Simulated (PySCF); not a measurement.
Species: C₃H₇SSi (doublet state).
Geometry (GFN2-xTB, Å), atoms numbered from 1 in this order:
```
atom  x, y, z in Å
C1     1.958    0.801    1.274
C2     1.336    0.387    0.218
Si3    0.663   -0.899   -0.894
S4    -1.261   -1.422   -0.049
C5    -2.098    0.180   -0.202
H6     2.429    0.148    2.007
H7     2.054    1.856    1.507
H8     1.315   -2.199   -0.999
H9     0.407   -0.305   -2.207
H10   -3.085    0.070    0.236
H11   -1.532    0.935    0.335
H12   -2.184    0.447   -1.251
```

The hyperfine couplings belong to this conformer and change with its torsions.

The species is `C=[C][SiH2]SC` [radical].

Computed, not measured: PySCF 2.14.0, UKS B3LYP, pcH-1 on C H S Si, non-relativistic, mean-field spin-orbit, GIAO. Geometry: GFN2-xTB, one conformer, isolated molecule. Couplings are sensitive to structure, and on GFN2-xTB geometries they can be far from those on DFT ones. Stability of the SCF solution: not tested.

(1) Where do the isotropic ENDOR lines of H6, H7, H8/H9 and H10/H11/H12 fall at 3348.6 mT, to first order?

(2) Which pairs are centred on the nuclear Larmor frequency, and which on half the coupling?

(3) At what field would the lower line of H7 fall to zero frequency?

## Answers

(1) ν± = |νn ± a/2|, one line for each electron-spin manifold; νn = |g_N| × 7.62259 MHz/T × B.

| nuclei | isotope | g_N | νn (MHz) | a_iso (MHz) | lower line (MHz) | upper line (MHz) |
| --- | --- | --- | --- | --- | --- | --- |
| H6 | 1H | 5.5857 | 142.57 | 187.45 | 48.85 | 236.30 |
| H7 | 1H | 5.5857 | 142.57 | 157.14 | 64.00 | 221.15 |
| H8/H9 | 1H | 5.5857 | 142.57 | 50.33 | 117.41 | 167.74 |
| H10/H11/H12 | 1H | 5.5857 | 142.57 | 2.20 | 141.47 | 143.68 |

(2) Centred on νn, since |a| < 2νn: H6, H7, H8/H9 and H10/H11/H12. No pair has |a| > 2νn.

(3) Where νn = |a|/2, that is B = 78.57 MHz/(5.5857 × 7.62259 MHz/T) = 1850 mT, as far as first order holds there.

Class means assume fast exchange of nuclei equivalent by connectivity; if that motion is slow, each nucleus keeps its own coupling. The 1H value of +50.3 MHz is a mean of couplings from 24.0 to 76.6 MHz in this one geometry, not an average over conformers.

The Mulliken spin populations are largest on C2 (+0.97), C1 (-0.18), H6 (+0.08) and H7 (+0.06). No atom but C2 exceeds +0.15. The positive populations add up to 1.19 and the negative ones to -0.19, together 2S = 1.
